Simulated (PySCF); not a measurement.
H2CdSe (SMILES [SeH][CdH]), singlet, at a GFN2-xTB geometry (such geometries of metal compounds can be far from the true shape) (core potentials on Cd). Base run: PBE/def2-SVP, polarisability run with PySCF.

Input for PySCF:
```python
from pyscf import gto, scf, dft
from pyscf.prop import polarizability

mol = gto.M(
    atom='''
Cd   -0.639691   -0.547634   -0.567808
H    -1.413339   -0.365274   -1.993635
Se    0.908844    0.781938    0.801600
H     1.217790    0.065804    1.994033
''',
    basis='def2-svp',
    ecp={'Cd': 'def2-svp'},
    charge=0,
    spin=0,
    verbose=4,
)

mf = dft.RKS(mol)
mf.xc = 'pbe'
mf.kernel()
alpha = mf.Polarizability().polarizability()[2, 2]
print('alpha_zz =', alpha)
```

The base run was repeated with changes; each row names its change, and settings that it needs were set with it.

```csv
change,alpha_zz (bohr³),basis functions,core-seconds (rough)
base,59.62,73,9
functional = camb3lyp,56.15,73,20
finite field (a.u.) = 2e-4; conv_tol = 1e-6,63.97,73,6
finite field (a.u.) = 0.005; conv_tol = 1e-11,59.64,73,9
finite field (a.u.) = 0.001; conv_tol = 1e-6,59.80,73,7
basis = def2-TZVP,64.57,100,10
functional = pbe0,57.03,73,10
basis = def2-TZVPD,71.65,115,20
finite field (a.u.) = 0.001; conv_tol = 1e-11,59.62,73,8
finite field (a.u.) = 2e-4; conv_tol = 1e-11,59.62,73,7
finite field (a.u.) = 0.02; conv_tol = 1e-11,59.87,73,10
functional = hf,51.50,73,2
```

Finite-field rows take the second difference of the energy in a field along z; a small field with loose convergence shows SCF noise divided by the square of the field, and a large one adds hyperpolarisability.
